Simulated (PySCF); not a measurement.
**NSe₂: from structure and modes to constants**

All numbers come from UPBE0 in PySCF with N def2-TZVP, Se def2-TZVP; no relativity; density-fitted integrals.

The doublet minimum has C2v symmetry. Masses (u): N 14.00307, Se 79.91652.

```xyz
3
charge 0 multiplicity 2, angstrom
N    -0.3747    0.0000    0.0000
Se    0.0328    1.6427    0.0000
Se    0.0328   -1.6427    0.0000
```

Harmonic wavenumbers (cm⁻¹): 199.8 (a1, ×1), 450.6 (a1, ×1), 1107.6 (b2, ×1).

(1) Find the principal moments of inertia and the rotational constants. What kind of rotor is it?

(2) What is the harmonic zero-point energy?

(3) Find the vibrational entropy and heat capacity at 298.15 K.

(4) Give the standard entropy (298.15 K, 1 bar) by its translational, rotational, vibrational and spin parts, and Cp.

Answers

(1) About the centre of mass I = 2.1383, 431.29, 433.43 u Å². With B = 16.8576/I this gives 7.884, 0.03909, 0.03889 cm⁻¹. The molecule is an asymmetric top with κ = -1.00.

(2) Half the sum of all 3 wavenumbers, 1758/2 = 879 cm⁻¹, which is 10.5 kJ/mol (1 cm⁻¹ = 0.0119627 kJ/mol).

(3) With u = 1.43878 ω/T, each mode gives S = R[u/(eᵘ−1) − ln(1−e⁻ᵘ)] and C = R u² eᵘ/(eᵘ−1)².
```tsv
ω (cm⁻¹)	u	S (J/(mol K))	C (J/(mol K))
199.8	0.964	8.93	7.70
450.6	2.175	3.32	5.69
1107.6	5.345	0.25	1.14
```
The sums over all modes are S = 12.5 and C = 14.5 J/(mol K); the softest mode gives 71 % of the entropy.

(4) Sackur–Tetrode with M = 173.84 u gives 173.2; rotation with symmetry number 2 gives 96.4; vibration 12.5; spin R ln 2 = 5.8. The total is 287.8 J/(mol K), and Cp = 4 R + 14.5 = 47.8 J/(mol K).

This need not be the most stable arrangement of these atoms.
